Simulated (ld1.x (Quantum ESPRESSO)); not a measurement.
# Be (Z = 4), PAW: configuration errors across variants

* Element: beryllium (Be)
* Generator: ld1.x (Quantum ESPRESSO) 7.5
* Type: PAW
* Functional: LDA (PZ)
* Relativity: scalar-relativistic
* Frozen core: [He]
* Valence charge: 2
* Reference configuration: 2s1 2p0 (charge +1)
* Partial waves: 2s (bound): rcut 1.10, rcutus 1.40 bohr; 2s channel at -0.05 Ry: rcut 1.10, rcutus 1.40 bohr; 2p (bound, empty): rcut 2.00, rcutus 2.50 bohr; 2p channel at 0.35 Ry: rcut 2.00, rcutus 2.50 bohr; 3d channel at 0.05 Ry: rc 2.15 bohr
* Local potential: the d channel
* Core correction: Bessel-smoothed model core inside 1.10 bohr
* Augmentation charge: PSQ, inside the norm-conserving radii

All-electron excitation energies from the reference (eV): (1) 2s1 2p1 -6.000; (2) 2s0 2p2 -2.448; (3) 2s0 2p1 3.814; (4) 2s1 2p0 spin -0.476.

Spin tests fill each open shell by Hund’s rule, majority spin first.

Tests that are not counted but printed errors over 1 eV. “base”: 2s2 2p0 (solver errors, printed error -16.1 eV); 2s1.5 2p0 (solver errors, printed error -9.4 eV); 1 more. “core correction Bessel-smoothed model core inside 1.72 bohr”: 2s2 2p0 (solver errors, printed error -16.1 eV); 2s1.5 2p0 (solver errors, printed error -9.4 eV); 1 more. “wave 2s channel at -0.05 Ry: rcut 1.10, rcutus 1.40 bohr becomes 2s channel at -0.76 Ry: rcut 1.10, rcutus 1.40 bohr”: 2s2 2p0 (solver errors, printed error -16.1 eV). “waves 2p (bound): rcut 2.00, rcutus 2.82 bohr; 2p channel at 0.35 Ry: rcut 2.00, rcutus 2.82 bohr”: 2s2 2p0 (solver errors, printed error -16.1 eV); 2s1.5 2p0 (solver errors, printed error -9.4 eV).

4 further variants failed, have other tests or too few solved ones, and are left out.

A true bound ghost makes a file unfit for plane-wave use even where its test errors are small: the radial tests pick states by their node count and pass the ghost by. Where a test does run into it, the solver fails or the error is huge.

Errors AE − PS in meV (a dash: test not solved or not reliable):

| change | (1) | (2) | (3) | (4) | bound ghosts |
| --- | --- | --- | --- | --- | --- |
| base | -0.6 | -0.4 | -0.6 | -0.6 | s |
| core correction Bessel-smoothed model core inside 1.72 bohr | -0.6 | -0.3 | -0.5 | -0.6 | s |
| wave 2s channel at -0.05 Ry: rcut 1.10, rcutus 1.40 bohr becomes 2s channel at -0.76 Ry: rcut 1.10, rcutus 1.40 bohr | -0.7 | -0.4 | -0.6 | -0.6 | s |
| waves 2s (bound): rcut 1.10, rcutus 1.88 bohr; 2s channel at -0.05 Ry: rcut 1.10, rcutus 1.88 bohr | -0.6 | -0.4 | -0.6 | -0.5 | none |
| waves 2p (bound): rcut 2.00, rcutus 2.82 bohr; 2p channel at 0.35 Ry: rcut 2.00, rcutus 2.82 bohr | – | – | – | – | s |

Question: Give the same row for: wave 3d channel at 0.05 Ry: rc 2.15 bohr becomes 3d channel at 0.05 Ry: rc 3.32 bohr.

Answer: –, –, –, –; bound ghosts: none.
